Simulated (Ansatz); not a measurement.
Compare A (`[CH3][Sb]([NH2])[OH]`) with its isomer B (`[NH2][SbH][CH2]O`).

Computed with Ansatz on PBE0-D4/def2-TZVP structures; ΔE is electronic, products minus reactants. CBS: MP2 limit from def2 TZ/QZ plus the TZ coupled-cluster correction, frozen cores. Functionals use def2-TZVPP. def2 core potentials past Kr. For Sb outer-core shells are correlated without core-valence functions, which leaves a few kJ/mol of doubt a bond. Each species was taken in one conformer, which may not be the lowest.

A:

```xyz
10

C     0.114   -0.735   -1.303
Sb    0.474   -0.622    0.799
N     0.623    1.382    0.910
O    -1.472   -0.742    1.094
H    -0.706   -0.054   -1.536
H     1.010   -0.451   -1.858
H    -0.176   -1.750   -1.577
H     0.372    1.928    0.099
H     1.455    1.750    1.345
H    -1.693   -0.706    2.028
```

B:

```xyz
10

N     1.587    0.383   -1.038
Sb   -0.350    0.996   -0.873
C    -0.805   -0.309    0.794
O    -0.647    0.450    1.974
H     1.701   -0.485   -1.544
H     2.165    1.083   -1.483
H    -1.030   -0.140   -1.979
H    -0.102   -1.148    0.739
H    -1.827   -0.692    0.678
H    -0.692   -0.139    2.731
```

Problem. Which is lower in electronic energy at CCSD(T)/CBS, and by how much? (Estimate.)

Solution. Ansatz gave: A, by 35.6 kcal/mol.

Problem. Give E(B) − E(A) in kcal/mol with r2SCAN-D4, ωB97M-V, B2PLYP, PBE-D4, HF/def2-TZVPP, MP2/def2-TZVPP, CCSD(T)/def2-TZVPP. (An estimate is asked.)

Solution. The calculation gave: r2SCAN-D4 34.8, ωB97M-V 33.7, B2PLYP 34.4, PBE-D4 32.7, HF/def2-TZVPP 32.0, MP2/def2-TZVPP 35.7, CCSD(T)/def2-TZVPP 33.2. None reverses the order clearly.

Largest T1 diagnostic: 0.014.

In def2-TZVPP, CCSD(T) changes the Hartree–Fock value by +1.2 kcal/mol (the triples alone add +0.4 kcal/mol) and MP2 by +3.7 kcal/mol.
